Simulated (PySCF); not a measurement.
Molecule: C4H8S2Si2, SMILES S[SiH2][SiH2]c1cccs1. Atoms near the plane z = 1.5 Å, at the GFN2-xTB optimised geometry (x, y, z in Å): Si2 (3.1, -1.2, 2.0), Si3 (2.4, -0.3, 0.0), C4 (0.5, -0.3, 0.0), C5 (-0.4, 0.8, 0.0), C6 (-1.7, 0.4, 0.0), C7 (-1.9, -1.0, 0.0), S8 (-0.4, -1.8, 0.0), H10 (2.6, -0.6, 3.2), H11 (2.8, -2.7, 2.1), H12 (2.8, 1.1, -0.2), H14 (0.0, 1.8, 0.0), H15 (-2.6, 1.1, 0.0), H16 (-2.8, -1.5, 0.0).

Level of theory: PBE/def2-TZVP in PySCF. The values are rescaled to run from 0 to 1.

```
|11111111111111111111111111111|
|11111111111111111111111111111|
|11111122222222221111111111111|
|11122222222222222111111111111|
|12222222222222222211111111111|
|22222222222222222221111111111|
|22222222222222222221111111111|
|22222222222222222222111111111|
|22222222211112222222211111110|
|22222222111111112222222111100|
|22222222111111111222222211100|
|22222221111111111223333221100|
|22222111111111111234554432110|
|22221111111111111245777654333|
|22221111111111112347999997699|
|22221111001111112358999999999|
|22222111111112222369999999999|
|22222211111222222469999999999|
|22222222111233323469999999999|
|22222222112233323359999999999|
|22222222212223222346999999534|
|22222222222222212223599985210|
|22222222221111111122379742100|
|22222222221111111111245421100|
|22222222211111111111122211100|
|22222222111111111111111111110|
|12222221111111111111111111111|
|11111111111111111111111111111|
|11111111111111111111111111111|
```
Scale: ten equal steps from 0.000 (start of '0') to 1.00 (end of '9'), in the order '0123456789'; x runs from -5.00 to 5.00, y from -5.00 (bottom) to 5.00 (top).

Question: Which quantity is mapped?
A) Laplacian of the electron density
B) electrostatic potential
C) an orbital amplitude
D) log10 of the electron density

Answer: B, electrostatic potential. In full: electrostatic potential (hartree/e), clipped to [-0.08, 0.12].
